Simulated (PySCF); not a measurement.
# SMILES O=C/C(=C\C)C(=O)O, C5H6O3

Molfile (atoms numbered from 1):
```
C5H6O3
     RDKit          3D

 14 13  0  0  0  0  0  0  0  0999 V2000
   -2.1229   -0.1112    0.4309 C   0  0  0  0  0  0  0  0  0  0  0  0
   -0.7336    0.3160    0.6720 C   0  0  0  0  0  0  0  0  0  0  0  0
    0.3434    0.0125   -0.0858 C   0  0  0  0  0  0  0  0  0  0  0  0
    0.2988   -0.8578   -1.2674 C   0  0  0  0  0  0  0  0  0  0  0  0
   -0.7039   -1.2584   -1.8051 O   0  0  0  0  0  0  0  0  0  0  0  0
    1.6507    0.5708    0.3420 C   0  0  0  0  0  0  0  0  0  0  0  0
    1.7990    1.2906    1.2981 O   0  0  0  0  0  0  0  0  0  0  0  0
    2.6780    0.2124   -0.4404 O   0  0  0  0  0  0  0  0  0  0  0  0
   -2.1609   -1.0555   -0.1077 H   0  0  0  0  0  0  0  0  0  0  0  0
   -2.6804   -0.1714    1.3625 H   0  0  0  0  0  0  0  0  0  0  0  0
   -2.6102    0.6317   -0.2037 H   0  0  0  0  0  0  0  0  0  0  0  0
   -0.5503    0.9428    1.5388 H   0  0  0  0  0  0  0  0  0  0  0  0
    1.2958   -1.1417   -1.6444 H   0  0  0  0  0  0  0  0  0  0  0  0
    3.4959    0.6187   -0.1120 H   0  0  0  0  0  0  0  0  0  0  0  0
  1  2  1  0
  2  3  2  0
  3  4  1  0
  4  5  2  0
  3  6  1  0
  6  7  2  0
  6  8  1  0
  1  9  1  0
  1 10  1  0
  1 11  1  0
  2 12  1  0
  4 13  1  0
  8 14  1  0
M  END
```

Theory: quadratic response PBE0/def2-SVPD first hyperpolarisability, Taylor convention, gas phase (PySCF). Geometry: GFN2-xTB.

Give the tensor of the static β(0;0,0) in the axes of these coordinates.

In au, Taylor convention; rows are the first index (the induced dipole):
```csv
,xx,yy,zz,xy,xz,yz
x,-263.9,-21.1,+12.0,-81.0,-61.8,-11.4
y,-81.0,+22.2,+46.6,-21.1,-11.4,+35.4
z,-61.8,+35.4,+53.6,-11.4,+12.0,+46.6
```
Norm of βᵢ = ⅓ Σⱼ (βᵢⱼⱼ + βⱼᵢⱼ + βⱼⱼᵢ): 274.5 au, hyper-Rayleigh value 129.9 au.
